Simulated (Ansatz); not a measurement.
```yaml
crystal:
  periodic: [false, false, false]
  atoms:
    - {symbol: Al, position_ang: [-0.638718, 0.884591, -0.102603]}
    - {symbol: C, position_ang: [0.755633, -0.506675, 0.031859]}
    - {symbol: Cl, position_ang: [1.369208, -1.079437, 1.559779]}
    - {symbol: Cl, position_ang: [-0.728723, -1.519886, -0.522193]}
    - {symbol: H, position_ang: [-0.749115, 1.639954, -1.485804]}
    - {symbol: H, position_ang: [-1.442189, 1.212881, 1.213160]}
    - {symbol: H, position_ang: [1.495103, -0.699427, -0.739898]}
basis:
  gaussian: {orbitals: ANO-RCC-VTZP, fitting: {mean_field: def2-universal-jkfit}}
hamiltonian: {xc: {name: HF}}
correlation: {active_space: {window: {electrons: 6, orbitals: 2}}}
accuracy: high
output: {forces: true}
```

```sh
$ ansatz run in.yaml --threads 2 --pin off --events-out ev --progress --plain --max-ram 4352MiB
```

It prints (some lines left out):

```
Functional definition: HF
513 factors; integrals over basis functions are off by at most 9.9e-1 eV
mean field evaluation 1: about -32757.2831 eV, gradient 1.6e1 eV
mean field evaluation 2: about -32758.3133 eV, gradient 5.6e0 eV
mean field evaluation 4: about -32758.4579 eV, gradient 6.3e-1 eV
mean field -32758.46132812 eV, -1203.8512493259 hartree, gradient 1.3e-8 eV, S^2 0.000000; 0 other end points of the search recorded, 0 dependent functions left out
reference -32758.46132812 eV, -1203.8512493259 hartree; 28, 28 occupied and 146, 146 virtual orbitals, 513 factors
Error: 6 electrons in 2 orbitals form no window around the highest filled level of the reference
```

In this input the active space doesn't fit the electrons. The run stopped with an error.
